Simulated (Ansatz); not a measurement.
**Counterpoise correction, worked out**

The pair of Cu⁺ (SMILES [Cu+], atom 1) and CH$_{4}$O (SMILES CO, atoms 2–7), both closed shells, in one local arrangement (a lower one may exist), relaxed at PBE0-D4/def2-TZVP:

```xyz
7
angstrom
Cu -0.2555 -0.3548 -2.3664
C 0.3865 0.0119 0.5786
O -0.5903 -0.0564 -0.4936
H 1.2224 -0.6209 0.2916
H -0.0665 -0.3762 1.4898
H 0.7177 1.0411 0.7140
H -1.4144 0.3553 -0.2139
```

Computed with Ansatz 0.2.0 (basis: def2-TZVPPD); correlated methods freeze the cores. The 3s and 3p shells of Cu and Zn are frozen; filled d shells are correlated.

MP2 total energies in eV:

| system | geometry | basis functions | energy |
| --- | --- | --- | --- |
| pair | pair | all | -47748.64387 |
| Cu⁺ | as in the pair | all (partner as ghosts) | -44603.21381 |
| CH$_{4}$O | as in the pair | all (partner as ghosts) | -3143.59459 |
| Cu⁺ | as in the pair | its own | -44603.16471 |
| CH$_{4}$O | as in the pair | its own | -3143.57885 |
| Cu⁺ | free (PBE0-D4 minimum) | its own | -44603.16471 |
| CH$_{4}$O | free (PBE0-D4 minimum) | its own | -3143.60652 |

Problem. Work out the interaction energy with and without the counterpoise correction, the superposition error, and the binding energy from the relaxed fragments.

Solution. Without correction: -47748.64387 − (-44603.16471) − (-3143.57885) = -1.90031 eV.
With correction (each fragment in the whole basis): -47748.64387 − (-44603.21381) − (-3143.59459) = -1.83547 eV = -42.33 kcal/mol.
The superposition error is the difference, 0.06484 eV, 3 % of the uncorrected value: each fragment borrows its partner's functions.
Deformation from the free shapes: 0.00000 eV for Cu⁺ and 0.02767 eV for CH$_{4}$O.
Binding energy from relaxed fragments: -1.83547 + 0.00000 + 0.02767 = -1.80780 eV = -41.69 kcal/mol (electronic, without zero-point energy; negative means bound). For comparison, the corrected interaction energy by CCSD(T) at an estimated basis limit (MP2 extrapolated from triple and quadruple zeta, plus CCSD(T) − MP2 in triple zeta) is -1.915 eV.

The T1 diagnostic stays at or below 0.019.

For scale, one of the runs: CCSD(T)/def2-TZVPPD, 212 basis functions, launched by `ansatz run in.yaml --threads 4 --pin off --events-out ev --progress --plain --max-ram 9574MiB`. Hardware: 4 CPU threads of an Arm Neoverse V1, shared host. Wall time 68 s; peak host memory 2.9 GiB.
